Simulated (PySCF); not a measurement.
C2H8GeO3, singlet, geometry from GFN2-xTB, atoms displaced at random by about 0.03 Å a coordinate; HF/STO-3G, gradient by finite differences in PySCF.

The PySCF input:
```python
from pyscf import gto, scf

mol = gto.M(
    atom='''
C    -2.491294    0.353026    0.620984
C    -1.308506   -0.313778    1.088419
Ge    0.338909   -0.082048   -0.053157
O     0.926537    1.607832   -0.097194
O     1.653911   -1.043957    0.467329
O    -0.018876   -0.436623   -1.712570
H    -2.328698    1.494909    0.512043
H    -2.799385    0.041025   -0.391948
H    -3.365194    0.170782    1.277190
H    -0.986816    0.042052    2.055488
H    -1.442777   -1.413437    1.234980
H     0.614641    2.102793   -0.852469
H     2.300186   -0.603599    0.934823
H     0.271653   -1.385451   -1.934008
''',
    basis='sto-3g',
    charge=0,
    spin=0,
    verbose=4,
)

mf = scf.RHF(mol)
mf.conv_tol = 1e-11
mf.kernel()
scan, done = mf.as_scanner(), []
scan.scf_summary = {}
def energy(d):
    c = mol.atom_coords()
    c[6, 1] += d
    e = scan(mol.set_geom_(c, unit='Bohr', inplace=False))
    done.append(scan.converged)
    return e
h = 1e-4
fd = (energy(h) - energy(-h)) / (2 * h)
print('dE/dx =', fd)
```

Output, abridged:

```
PySCF version 2.14.0

[INPUT] verbose = 4
[INPUT] num. atoms = 14
[INPUT] num. electrons = 76
[INPUT] charge = 0
[INPUT] spin (= nelec alpha-beta = 2S) = 0
[INPUT] symmetry False subgroup None
[INPUT] Mole.unit = angstrom
[INPUT] Symbol           X                Y                Z      unit          X                Y                Z       unit  Magmom
[...]
nuclear repulsion = 531.5025970992
number of shells = 31
number of NR pGTOs = 153
number of NR cGTOs = 51
basis = sto-3g
ecp = {}

******** <class 'pyscf.scf.hf.RHF'> ********
method = RHF
initial guess = minao
damping factor = 0
level_shift factor = 0
DIIS = <class 'pyscf.scf.diis.CDIIS'>
diis_start_cycle = 1
diis_space = 8
diis_damp = 0
SCF conv_tol = 1e-11
SCF conv_tol_grad = None
SCF max_cycles = 50
direct_scf = True
direct_scf_tol = 1e-13
Set gradient conv threshold to 3.16228e-06
Initial guess from minao.
init E= -2350.76575017018
[...]
cycle= 1 E= -2352.57696914597  delta_E= -1.81  |g|= 0.696  |ddm|= 4.37
[...]
cycle= 2 E= -2352.77212579111  delta_E= -0.195  |g|= 0.154  |ddm|= 1.26
[...]
cycle= 3 E= -2352.78075565915  delta_E= -0.00863  |g|= 0.0369  |ddm|= 0.261
[...]
cycle= 4 E= -2352.78146180051  delta_E= -0.000706  |g|= 0.00928  |ddm|= 0.0787
[...]
cycle= 5 E= -2352.78150997057  delta_E= -4.82e-05  |g|= 0.0021  |ddm|= 0.0214
[...]
cycle= 6 E= -2352.7815133206  delta_E= -3.35e-06  |g|= 0.00061  |ddm|= 0.00584
[...]
cycle= 7 E= -2352.78151363798  delta_E= -3.17e-07  |g|= 8.39e-05  |ddm|= 0.00222
[...]
cycle= 8 E= -2352.78151364409  delta_E= -6.11e-09  |g|= 2.82e-05  |ddm|= 0.000268
[...]
cycle= 9 E= -2352.78151364478  delta_E= -6.97e-10  |g|= 7.11e-06  |ddm|= 9.46e-05
[...]
cycle= 10 E= -2352.78151364482  delta_E= -3.64e-11  |g|= 1.47e-06  |ddm|= 2.62e-05
[...]
cycle= 11 E= -2352.78151364482  delta_E= 9.09e-13  |g|= 2.9e-07  |ddm|= 5.33e-06
[...]
Extra cycle  E= -2352.78151364483  delta_E= -1.46e-11  |g|= 1.27e-07  |ddm|= 6.6e-07
converged SCF energy = -2352.78151364483
Create scanner for <class 'pyscf.scf.hf.RHF'>

WARN: Mole.unit (angstrom) is changed to Bohr

New geometry
   1 C     -2.491294000000   0.353026000000   0.620984000000 AA   -4.707863355772   0.667122454851   1.173489687737 Bohr
   2 C     -1.308506000000  -0.313778000000   1.088419000000 AA   -2.472717972350  -0.592954483914   2.056813818773 Bohr
   3 Ge     0.338909000000  -0.082048000000  -0.053157000000 AA    0.640445191150  -0.155048249068  -0.100452171604 Bohr
[...]
converged SCF energy = -2352.78150846427
[...]
   5 O      1.653911000000  -1.043957000000   0.467329000000 AA    3.125438824406  -1.972792815823   0.883123820067 Bohr
   6 O     -0.018876000000  -0.436623000000  -1.712570000000 AA   -0.035670470327  -0.825097889686  -3.236288269146 Bohr
   7 H     -2.328698000000   1.494856082279   0.512043000000 AA   -4.400601446822   2.824868591147   0.967621034001 Bohr
   8 H     -2.799385000000   0.041025000000  -0.391948000000 AA   -5.290070967216   0.077526014260  -0.740674375071 Bohr
   9 H     -3.365194000000   0.170782000000   1.277190000000 AA   -6.359295016030   0.322731207005   2.413539309033 Bohr
  10 H     -0.986816000000   0.042052000000   2.055488000000 AA   -1.864811975339   0.079466762990   3.884309372330 Bohr
  11 H     -1.442777000000  -1.413437000000   1.234980000000 AA   -2.726453388822  -2.671008824327   2.333773969315 Bohr
  12 H      0.614641000000   2.102793000000  -0.852469000000 AA    1.161503154929   3.973702866653  -1.610932939682 Bohr
  13 H      2.300186000000  -0.603599000000   0.934823000000 AA    4.346721575559  -1.140636799061   1.766559444944 Bohr
  14 H      0.271653000000  -1.385451000000  -1.934008000000 AA    0.513349770916  -2.618122949005  -3.654745442718 Bohr

******** <class 'pyscf.scf.hf.RHF_Scanner'> ********
method = RHF_Scanner
initial guess = minao
damping factor = 0
level_shift factor = 0
DIIS = <class 'pyscf.scf.diis.CDIIS'>
diis_start_cycle = 1
diis_space = 8
diis_damp = 0
SCF conv_tol = 1e-11
SCF conv_tol_grad = None
SCF max_cycles = 50
direct_scf = True
direct_scf_tol = 1e-13
Set gradient conv threshold to 3.16228e-06
init E= -2352.78155442968
[...]
cycle= 1 E= -2352.78151882194  delta_E= 3.56e-05  |g|= 1.85e-05  |ddm|= 6.74e-05
[...]
cycle= 2 E= -2352.78151882207  delta_E= -1.31e-10  |g|= 4.13e-06  |ddm|= 3.09e-05
[...]
cycle= 3 E= -2352.78151882208  delta_E= -1.27e-11  |g|= 8.95e-07  |ddm|= 5.92e-06
[...]
cycle= 4 E= -2352.78151882206  delta_E= 1.46e-11  |g|= 1.83e-07  |ddm|= 1.89e-06
[...]
cycle= 5 E= -2352.78151882208  delta_E= -1.18e-11  |g|= 4.95e-08  |ddm|= 3.6e-07
[...]
cycle= 6 E= -2352.78151882206  delta_E= 1.55e-11  |g|= 1.25e-08  |ddm|= 1.42e-07
[...]
cycle= 7 E= -2352.78151882207  delta_E= -1e-11  |g|= 7.58e-09  |ddm|= 1.82e-08
[...]
cycle= 8 E= -2352.78151882207  delta_E= -9.09e-13  |g|= 5.6e-09  |ddm|= 7.52e-09
[...]
Extra cycle  E= -2352.78151882206  delta_E= 1.36e-11  |g|= 2.27e-09  |ddm|= 1.21e-08
converged SCF energy = -2352.78151882206
dE/dx = 0.05178896117286058
```
